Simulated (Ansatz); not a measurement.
Job for Ansatz (an electronic-structure program): R-CCSD(T)/def2-SVPD on BiClFH3 (a complex). Elements past Kr take the def2 small-core potentials; no spin–orbit coupling. The run froze 15 orbitals, filled d shells among them.

Ansatz 0.2 input:
```yaml
crystal:
  periodic: [false, false, false]
  atoms:
    - {symbol: Cl, position_ang: [1.84301533, -0.75688818, 1.44602340]}
    - {symbol: Bi, position_ang: [0.26125346, 0.58006264, 0.01951290]}
    - {symbol: H, position_ang: [-0.56858731, -0.88407077, -0.61333565]}
    - {symbol: H, position_ang: [1.38252755, 0.53930461, -1.39424110]}
    - {symbol: F, position_ang: [-0.76968777, -0.60726249, 2.95927633]}
    - {symbol: H, position_ang: [0.12097254, -0.82889850, 2.75589338]}
basis:
  gaussian:
    orbitals: def2-SVPD
magnetization: {spin_polarized: false}
correlation: {method: ccsd_t, electrons: outside_noble_gas}
scf: {lower_state_search: off}
```

The head of its log:

```
WARN ansatz: RAYON_NUM_THREADS=1 ignored (pool sized by the plan → 1); use --threads N
Functional definition: HF
these checks for a lower state are left out or cut short: stability, starts, cluster_reference, orbital_swaps, neighbouring_geometries, increment
integrals: 0.16 GiB planned
1110 factors; integrals over basis functions are off by at most 1.0e-3 eV
mean field: 0.34 GiB planned
mean field evaluation 1: about -21060.8979 eV, gradient 2.7e1 eV
mean field evaluation 2: about -21060.9782 eV, gradient 2.7e1 eV
mean field evaluation 4: about -21062.6235 eV, gradient 1.9e0 eV
mean field evaluation 8: about -21062.6453 eV, gradient 1.8e-1 eV
mean field -21062.64554938 eV, -774.0379471660 hartree, gradient 2.9e-6 eV, S^2 0.000000; 0 other end points of the search recorded, 0 dependent functions left out
15 core orbitals not correlated, not the lowest: weight in the atoms' cores, before any rotation towards them, 0.995 or more for the frozen orbitals, at most 0.004 for the correlated occupied ones
reference -21062.64554938 eV, -774.0379471660 hartree; 11, 11 occupied and 80, 80 virtual orbitals, 1110 factors
```

**Question.** Give the final energy of this run.

**Answer.** -774.5477 hartree (reference determinant -774.0379, T1 diagnostic 0.013).
